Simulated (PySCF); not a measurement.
Species: TeMe2, C2H6Te.
SMILES: `C[Te]C`

Theory: PBE0-D3(BJ)/def2-SVP geometry optimisation, gas phase, def2 core potentials past Kr in PySCF.

Masses are those of the commonest isotopes; rigid-rotor values at the optimised geometry. 

Q: What are A, B and C (GHz)?

A: Ia = 61.73, Ib = 84.35, Ic = 139.51 u·Å²; 505379 MHz·u·Å²/I gives 8187, 5992 and 3623 MHz, that is A = 8.1871, B = 5.9918, C = 3.6225 GHz.

Q: Classify the top.

A: An asymmetric top; Ray's κ = 0.038.

Q: Is it planar, by Δ = Ic − Ia − Ib?

A: Not planar: Δ = Ic − Ia − Ib = -6.56 u·Å². For a rigid frame Δ = −2 Σ m c², so Σ m c² = 3.28 u·Å² lies off the ab plane, practically all of it from hydrogen. The atom farthest from that plane is 0.92 Å away.

Q: Give the other two planar moments, Paa and Pbb, and the rms extents of the mass along the axes.

A: Paa = Σ m a² = (Ib + Ic − Ia)/2 = 81.06 and Pbb = Σ m b² = (Ia + Ic − Ib)/2 = 58.45 u·Å². With the mass M = 159.95 u, the rms extents √(P/M) along a, b and c are 0.71, 0.60, 0.14 Å.

Q: Give the coordinates in the principal-axis frame, origin at the centre of mass.

A: The sense of each axis is arbitrary; atoms in the order of the calculation.
```
atom  mass (u)   a (Å)   b (Å)   c (Å)
 Te1   129.906   0.000   0.286   0.000
  C2    12.000   1.570  -1.187   0.000
  H3     1.008   1.507  -1.800  -0.908
  H4     1.008   1.491  -1.816   0.896
  H5     1.008   2.529  -0.652   0.014
  C6    12.000  -1.570  -1.187   0.000
  H7     1.008  -1.517  -1.791   0.915
  H8     1.008  -1.480  -1.825  -0.889
  H9     1.008  -2.528  -0.652  -0.030
```

Q: List the rotational levels J(Ka,Kc) to J = 5 (cm⁻¹).

A: Above 0(0,0):
J = 1: 1(0,1) 0.3207, 1(1,1) 0.3939, 1(1,0) 0.4730
J = 2: 2(0,2) 0.9238, 2(1,2) 0.9563, 2(1,1) 1.1934, 2(2,1) 1.4131, 2(2,0) 1.4514
J = 3: 3(0,3) 1.7695, 3(1,3) 1.7796, 3(1,2) 2.2405, 3(2,2) 2.3752, 3(2,1) 2.5299, 3(3,1) 2.9591, 3(3,0) 2.9724
J = 4: 4(0,4) 2.8501, 4(1,4) 2.8527, 4(1,3) 3.5651, 4(2,3) 3.6264, 4(2,2) 3.9794, 4(3,2) 4.2935, 4(3,1) 4.3715, 4(4,1) 5.0425, 4(4,0) 5.0463
J = 5: 5(0,5) 4.1694, 5(1,5) 4.1700, 5(1,4) 5.1254, 5(2,4) 5.1466, 5(2,3) 5.7573, 5(3,3) 5.9458, 5(3,2) 6.1749, 5(4,2) 6.7293, 5(4,1) 6.7596, 5(5,1) 7.6689, 5(5,0) 7.6699
Those of J = 1 are B + C, A + C and A + B.

Q: Which lines would a microwave search look for?

A: The dipole components are |μa| = 0.00 D, |μb| = 1.21 D, |μc| = 0.00 D. The squared components, which scale the intensities, stand as 0.00 : 1.00 : 0.00 (a : b : c). Some lines, for components of 0.1 D or more:

| type | branch | J(Ka,Kc) | MHz | lower level (cm⁻¹) |
| --- | --- | --- | --- | --- |
| b | Q | 4(2,2) ← 4(1,3) | 12422 | 3.565 |
| b | Q | 3(1,2) ← 3(0,3) | 14120 | 1.770 |
| b | Q | 4(4,0) ← 4(3,1) | 20230 | 4.371 |
| b | Q | 4(1,3) ← 4(0,4) | 21433 | 2.850 |
| b | Q | 5(4,2) ← 5(3,3) | 23487 | 5.946 |
| b | R | 2(2,0) ← 1(1,1) | 31701 | 0.394 |
| b | R | 3(2,2) ← 2(1,1) | 35429 | 1.193 |
| b | R | 3(3,0) ← 2(2,1) | 46748 | 1.413 |
| b | R | 3(2,1) ← 2(1,2) | 47174 | 0.956 |
| b | R | 4(2,2) ← 3(1,3) | 65948 | 1.780 |

No PBE0-D3(BJ)/def2-SVP frequencies stand behind this structure, so it isn't proved a minimum. No vibrational averaging or centrifugal distortion is included, and the geometry carries the error of its method. A rigid rotor knows nothing of internal rotation, which can split or shift real lines.
